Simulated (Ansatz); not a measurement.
CH$_{8}$BGeN. Charge 0, multiplicity 1. The bonds changed during the relaxation, so this is another structure than the one it started from. The geometry is a stationary point of PBE0-D4/def2-TZVP. It is one conformer, not always the lowest.

```xyz
12

B     1.070    0.379   -0.032
C     0.441   -0.977    0.208
N    -0.088   -1.405    1.340
Ge   -0.701    1.142   -0.938
H     1.839    0.427   -0.958
H     1.264    1.064    0.944
H     0.320   -1.691   -0.607
H    -0.634   -2.247    1.403
H    -0.026   -0.828    2.164
H    -0.397    2.581   -1.401
H    -1.892    1.199    0.050
H    -1.195    0.356   -2.174
```

Task: What is the dipole moment at ωB97M-V/def2-TZVPP? (Estimate.)

Result: Ansatz gave: 4.88 D, with components (-1.46, -3.94, 2.48) D in this frame, pointing from negative to positive charge.

Task: And with PBE, r2SCAN, B3LYP? (Best estimate.)

Result: The calculation gave: PBE 4.61 D, r2SCAN 4.69 D, B3LYP 4.74 D.

Task: Give the Mulliken charges with ωB97M-V, r2SCAN, PBE in def2-TZVPP. (Estimate.)

Result: Ansatz gave: 
```json
{"atom": "B1", "ωB97M-V": "-0.45", "r2SCAN": "-0.26", "PBE": "-0.33"}
{"atom": "C2", "ωB97M-V": "0.04", "r2SCAN": "0.06", "PBE": "0.02"}
{"atom": "N3", "ωB97M-V": "-0.15", "r2SCAN": "-0.24", "PBE": "-0.19"}
{"atom": "Ge4", "ωB97M-V": "-0.04", "r2SCAN": "0.07", "PBE": "0.05"}
{"atom": "H5", "ωB97M-V": "0.10", "r2SCAN": "0.01", "PBE": "0.03"}
{"atom": "H6", "ωB97M-V": "0.07", "r2SCAN": "-0.01", "PBE": "0.01"}
{"atom": "H7", "ωB97M-V": "0.15", "r2SCAN": "0.10", "PBE": "0.12"}
{"atom": "H8", "ωB97M-V": "0.15", "r2SCAN": "0.19", "PBE": "0.19"}
{"atom": "H9", "ωB97M-V": "0.17", "r2SCAN": "0.21", "PBE": "0.20"}
{"atom": "H10", "ωB97M-V": "0.00", "r2SCAN": "-0.03", "PBE": "-0.02"}
{"atom": "H11", "ωB97M-V": "-0.03", "r2SCAN": "-0.06", "PBE": "-0.05"}
{"atom": "H12", "ωB97M-V": "-0.02", "r2SCAN": "-0.04", "PBE": "-0.04"}
```

B3LYP here is the variant with VWN-RPA as its local correlation; programs differ in this.
